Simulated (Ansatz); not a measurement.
Consider the formal exchange of groups at a C–In bond: `C=[C](F)[InH2]` + `[CH3][InH2]` → `C=[C](F)[InH][CH3]` + `[InH3]`.

Isolated molecules relaxed with PBE0-D4/def2-TZVP in Ansatz; ΔE leaves out vibrations. CBS: MP2 limit from def2 TZ/QZ plus the TZ coupled-cluster correction, frozen cores. DFT in def2-TZVPP. def2 core potentials past Kr. For In outer-core shells are correlated without core-valence functions, which leaves a few kJ/mol of doubt a bond. Each species was taken in one conformer, which may not be the lowest.

`C=[C](F)[InH2]`:

Z-matrix (Å, degrees):
```
C
C 1 1.327
H 1 1.086 2 122.0
H 1 1.082 2 119.6 3 -180.0
F 2 1.356 1 117.9 3 -0.0
In 2 2.154 1 124.7 3 -179.9
H 6 1.716 2 119.9 1 179.6
H 6 1.721 2 115.2 1 -0.3
```

`[CH3][InH2]`:

Cartesian coordinates in Å:
```
C 0.137 -0.920 -0.391
In -0.135 1.043 0.450
H 0.795 -1.532 0.225
H -0.834 -1.419 -0.458
H 0.544 -0.854 -1.401
H 0.238 1.354 2.111
H -0.747 2.328 -0.535
```

`C=[C](F)[InH][CH3]`:

Z-matrix (Å, degrees):
```
C
In 1 2.144
H 1 1.090 2 110.5
H 1 1.091 2 111.0 3 -121.8
H 1 1.093 2 109.3 3 119.2
C 2 2.161 1 118.9 3 -19.7
H 2 1.725 1 126.2 3 160.9
F 6 1.360 2 116.6 1 0.9
C 6 1.327 2 125.8 1 -179.1
H 9 1.082 6 119.5 2 0.0
H 9 1.086 6 122.1 2 180.0
```

`[InH3]`:

Cartesian coordinates in Å:
```
In 0.000 0.000 0.000
H 0.006 1.140 1.294
H 0.119 0.547 -1.631
H -0.125 -1.686 0.337
```

| level | ΔE (kJ/mol) |
| --- | --- |
| PBE-QIDH | -2.4 |
| SCS-MP2/def2-TZVPP | -2.9 |
| SCS-MP2/def2-QZVPP | -2.7 |
| MP2/CBS(def2) | -2.8 |

Task: What does CCSD(T)/CBS give? (Estimate.)

Result: The calculation gave: -2.8 kJ/mol. The listed levels differ from it by 0.4, -0.1, 0.1, 0.0 kJ/mol.

Largest T1 diagnostic among the species: 0.014.

Leaving LDA and LC-ωPBE aside and taking each functional with its dispersion term where it has one, the values, not all of them listed here, spread over 0.8 kJ/mol, from BHLYP-D4 to revPBE-D4.
